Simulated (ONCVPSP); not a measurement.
**Before and after: ONCV potential for Ge**

germanium, optimised norm-conserving Vanderbilt (ONCV), made with ONCVPSP 4.0.1 (LDA (Perdew-Wang 92), scalar-relativistic). Core [Ar] 3d10, reference 4s2 4p2. Waves: 4s: rc 1.40 bohr, ncon 5, nbas 9, qcut 4.7 1/bohr, 3 projectors, debl 3.3 Ha; 4p: rc 2.40 bohr, ncon 3, nbas 7, qcut 3 1/bohr, 2 projectors, debl 2 Ha; d scattering state at 0.07 Ha: rc 2.05 bohr, ncon 4, nbas 7, qcut 4.7 1/bohr, 2 projectors, debl 3.5 Ha. Local part: polynomial inside 0.90 bohr (lpopt 5, dvloc0 6 Ha). Core correction: Teter function, fcfact 1.5, rcfact 1.7.

Change: s: rc 1.72.

Cutoffs: the cutoffs (Ha) at which the residual kinetic energy of the hardest occupied pseudo-wave falls to 1 and 0.1 mHa per electron; they do not see the model core or the augmentation charge, which bear on the density cutoff. Errors are all-electron minus pseudo energies relative to the spin-unpolarised reference configuration.

Predict the effect on cutoff, ghosts and configuration errors.

The potential gets softer (95 Ha and 116 Ha → 8.9 Ha and 12 Ha); the bound ghost in s disappears; of the 4 tests that both files solve, the error grows in 1 and shrinks in 0 by more than 15 % and 0.3 meV (median size 60.7 → 61.0 meV). A larger radius leaves more room for a smooth pseudo-wave, so fewer plane waves are needed.

| quantity | base | changed |
| --- | --- | --- |
| cutoff, loose | 95 Ha | 8.9 Ha |
| cutoff, tight | 116 Ha | 12 Ha |
| loose cutoff by channel | s 95 Ha, p 2.8 Ha | s 8.9 Ha, p 2.8 Ha |
| bound ghosts | s | none |
| GHOST(+) flags under 300 eV | p at 121.0 eV | p at 121.0 eV, s at 158.7 eV |
| error for 4s2 4p1, meV [ΔE 7.63 eV] | -14 | -15 |
| error for 4s2 4p0, meV [ΔE 23.34 eV] | -107 | -107 |
| error for 4s1 4p0, meV [ΔE 58.56 eV] | -348 | -337 |
| error for 4s1 4p3, meV [ΔE 8.05 eV] | +3.9 | +6.3 |
| p: phases at 2.44 bohr within 0.05 rad from the reference energy up to (Ha; the scan ends near 5) | 3.6 | 3.6 |
| d: phases at 2.08 bohr within 0.05 rad from the reference energy up to (Ha; the scan ends near 5) | 0.5 | 0.5 |
| rms error of d²Exc/dni dnj with the model core, mHa | 2.24 | 2.38 |

Changed file: The cutoffs count occupied waves only; projector 2 of the d channel, the hardest unoccupied one, needs 61 Ha at the loose tolerance. A true bound ghost makes a file unfit for plane-wave use even where its test errors are small: the radial tests pick states by their node count and pass the ghost by.
